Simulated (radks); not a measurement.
Values are calculated unless marked as measured or tabulated.
Question: The mean radii <r> (bohr) of the occupied orbitals of an atom or ion are listed with their occupations. Code: a radial shooting solver on a logarithmic mesh with Libxc functionals. Model: non-relativistic Kohn-Sham, LB94 model potential, spin-polarised, spherical densities, point nucleus.

| orbital | occ. | <r> |
|---|---|---|
| 1s | 2 | 0.03625 |
| 2s | 2 | 0.1582 |
| 2p | 6 | 0.1354 |
| 3s | 2 | 0.4376 |
| 3p | 6 | 0.4309 |
| 3d | 10 | 0.4045 |

Name the element and its charge. Open shells, if any, are filled with parallel spins first.

Answer: Z = 42, molybdenum, charge +14: Mo14+ in [Ar] 3d10. The 1s radius gives Z: for a bare nucleus <r> = 1.5/Z, 0.03571 bohr for Z = 42, and screening makes it slightly larger (0.03625 here). The occupations add up to 28, and the charge is Z minus that.
